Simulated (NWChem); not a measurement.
Species: CHF$_{2}$NOSi; SMILES N#CO[SiH](F)F

```xyz
7

N      0.1125    -2.9808    -0.0859
C     -0.1851    -1.8770     0.1108
O     -0.5426    -0.6680     0.3462
Si     0.0231     0.7549    -0.3463
F      1.4719     1.0535     0.2509
F     -0.9961     1.8623     0.1739
H      0.0583     0.6609    -1.8080
```
Atoms are numbered in this order, from 1.

Results from NWChem. Pople sets run with spherical d functions. Coordinates come from a PBE0/def2-SVP optimisation.

For level B3PW91/6-31G*:

| Property | Value |
|---|---|
| highest occupied level (eV) | -8.78 |
| orbital gap (eV) | 9.07 |

Problem. What are these values for level LDA (Slater exchange, PW92)/6-31G*?

Solution. 
| Item | Value |
|---|---|
| highest occupied level (eV) | -7.69 |
| orbital gap (eV) | 6.90 |
